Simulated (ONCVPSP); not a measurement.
What the settings do to the ONCV potential of Hf

Base potential:

- Element: hafnium (Hf)
- Generator: ONCVPSP 4.0.1
- Type: optimised norm-conserving Vanderbilt (ONCV)
- Functional: PBE
- Relativity: scalar-relativistic
- Frozen core: [Kr] 4d10 4f14 5s2
- Valence charge: 10
- Reference configuration: 5p6 5d2 6s2
- Partial waves: 6s: rc 2.40 bohr, ncon 4, nbas 7, qcut 2.9 1/bohr, 2 projectors, debl 4 Ha; 5p: rc 2.20 bohr, ncon 4, nbas 8, qcut 6.7 1/bohr, 2 projectors, debl 1.4 Ha; 5d: rc 2.70 bohr, ncon 4, nbas 8, qcut 5.3 1/bohr, 3 projectors, debl 4 Ha
- Local potential: polynomial inside 2.15 bohr (lpopt 4, dvloc0 0 Ha)
- Core correction: polynomial model core, fcfact 0.7

Cutoffs, loose and tight: the cutoffs (Ha) at which the residual kinetic energy of the hardest occupied pseudo-wave falls to 1 and 0.1 mHa per electron. They do not see the model core or the augmentation charge, which bear on the density cutoff. Test errors are all-electron minus pseudo excitation energies from the reference, over the configurations 5p6 5d2 6s1; 5p6 5d2 6s0; 5p6 5d1 6s0; 5p6 5d3 6s1. A dash means not determined; rows that change the core or the reference have their own tests. The largest error is taken over the tests solved by every variant that gives reliable tests at all: 5p6 5d2 6s0; 5p6 5d2 6s1; 5p6 5d3 6s1.

For the base: The cutoffs count occupied waves only; projector 2 of the s channel, the hardest unoccupied one, needs 27 Ha at the loose tolerance.

```tsv
change	outcome	cutoff, loose	cutoff, tight	bound ghosts	GHOST(+) flags above zero	largest test error (meV)
base	generated	11 Ha	19 Ha	none	s	-33
p: qcut 4	generated	13 Ha	38 Ha	none	s	-34
p: qcut 5.7	generated	10 Ha	19 Ha	none	s	-33
p: qcut 6.5	generated	11 Ha	19 Ha	none	s	-33
p: qcut 7.3	generated	10 Ha	19 Ha	none	s	-33
p: qcut 8.2	generated	9.9 Ha	19 Ha	none	s	-33
p: qcut 9	generated	21 Ha	26 Ha	none	s	-33
p: qcut 9.8	generated	16 Ha	22 Ha	none	s	-33
```

Q: What comes out with this change to the base: p: qcut 4.8?

A: outcome: generated; cutoff, loose: 9.8 Ha; cutoff, tight: 19 Ha; bound ghosts: none; GHOST(+) flags above zero: s; largest test error (meV): -33.

Reading the sweep of the qcut of the p channel (base included, trends over the rows without a ghost): The loose cutoff is not monotonic: lowest 9.8 Ha at 4.8 1/bohr, highest 21 Ha at 9 1/bohr.
